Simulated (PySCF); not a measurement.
Si(H)(I)(Me)2 (C₂H₇ISi), SMILES I[SiH](C)C. The structure is a stationary point at PBE-D3(BJ)/def2-SVP. The def2 effective core potentials stand for the cores of I; spin–orbit coupling is left out.

Level of theory: PySCF with PBE-D3(BJ)/def2-SVP.

Harmonic wavenumbers (cm⁻¹): 150, 159, 161, 174, 215, 331, 600, 634, 668, 679, 753, 831, 850, 874, 1211, 1217, 1369, 1376, 1378, 1389, 2163, 2974, 2974, 3073, 3074, 3091, 3092. Rotational constants (GHz): 5.233, 1.430, 1.205; symmetry number 1.

Question: Work out the zero-point energy and the ideal-gas rigid-rotor harmonic-oscillator thermochemistry at 298.15 K and 1 atm.

Answer: ZPE = ½ Σ hcν = ½ × 35459 cm⁻¹ = 212.09 kJ/mol. H − E(el) = 233.35 kJ/mol. Entropy in J/(mol K): translation 173.92, rotation 117.02, vibration 66.30, total 357.25. G − E(el) = 126.83 kJ/mol. Cp = 108.75 J/(mol K).
